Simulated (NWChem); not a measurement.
BiH3; SMILES [BiH3]

All runs: NWChem. All runs use the structure optimised with PBE0-D3(BJ)/def2-TZVP. def2 effective core potentials on Bi; no spin-orbit coupling. Ions are spin-unrestricted doublets at the neutral geometry; other ion states weren't tried. Functional: LC-ωPBE (HJS hole) with def2-SVP; the question gives the range parameter ω in 1/bohr.

### Question
Estimate the computed values for range parameter (1/bohr) 0.40. Quantities: vertical ionisation energy, ΔSCF (eV); −ε(HOMO) (eV).

### Answer
```json
{
 "vertical ionisation energy, ΔSCF (eV)": "10.05",
 "−ε(HOMO) (eV)": "10.11"
}
```
